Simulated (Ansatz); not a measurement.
`C=C[Si](O)(Cl)Cl` and `O[SiH2]N[Si](O)(Cl)Cl` differ in one atom or group.

Ansatz, PBE0-D4/def2-TZVP geometries, multiplicity 1. Each molecule was computed in one conformer, which needn't be the lowest.

| property | `C=C[Si](O)(Cl)Cl` |
| --- | --- |
| HOMO energy (PBE0/def2-TZVPP) / eV | -8.39 |
| HOMO–LUMO gap (ωB97M-V/def2-TZVPP) / eV | 11.86 |
| size of the dipole moment (B3LYP/def2-TZVPP) / D | 1.31 |
| LUMO energy (PBE0/def2-TZVPP) / eV | -0.91 |
| HOMO–LUMO gap (B3LYP/def2-TZVPP) / eV | 7.02 |
| HOMO–LUMO gap (PBE0/def2-TZVPP) / eV | 7.48 |

Give the same properties after the change, and the shifts. (An estimate is asked.)

Computed: 
| property | `O[SiH2]N[Si](O)(Cl)Cl` | shift |
| --- | --- | --- |
| HOMO energy (PBE0/def2-TZVPP) / eV | -8.29 | 0.10 |
| HOMO–LUMO gap (ωB97M-V/def2-TZVPP) / eV | 12.07 | 0.21 |
| size of the dipole moment (B3LYP/def2-TZVPP) / D | 3.88 | 2.57 |
| LUMO energy (PBE0/def2-TZVPP) / eV | -0.07 | 0.84 |
| HOMO–LUMO gap (B3LYP/def2-TZVPP) / eV | 7.67 | 0.65 |
| HOMO–LUMO gap (PBE0/def2-TZVPP) / eV | 8.22 | 0.74 |

With PBE0 the HOMO rises by 0.10 eV and the LUMO rises by 0.84 eV, so the gap widens by about 0.74 eV. PBE moves the HOMO by 0.33 eV and ωB97M-V by 0.05 eV. Dipoles are sizes alone; their direction can turn.

B3LYP here is the variant with VWN-RPA as its local correlation; programs differ in this.
